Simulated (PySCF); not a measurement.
Vertical excitations of a molecule C4H9FSi from PySCF with TDA-ωB97X/def2-SVPD, as energy in eV (oscillator strength): 7.34 (0.486), 7.44 (0.000), 7.62 (0.023), 8.01 (0.000), 8.17 (0.011), 8.41 (0.020), 8.50 (0.006), 8.69 (0.015), 8.74 (0.018), 8.92 (0.000). Lowest triplet (TDA): 4.16 eV. Coordinates come from a PBE-D3(BJ)/def2-SVP optimisation. One conformer was computed; it need not be the lowest.

Problem. Identify the compound among the candidates.
(A) CC[SiH2]/C=C\F
(B) F[SiH]1CCCC1
(C) FC1(C[SiH3])CC1
(D) C=C[C@H](F)C[SiH3]

Solution. A, CC[SiH2]/C=C\F
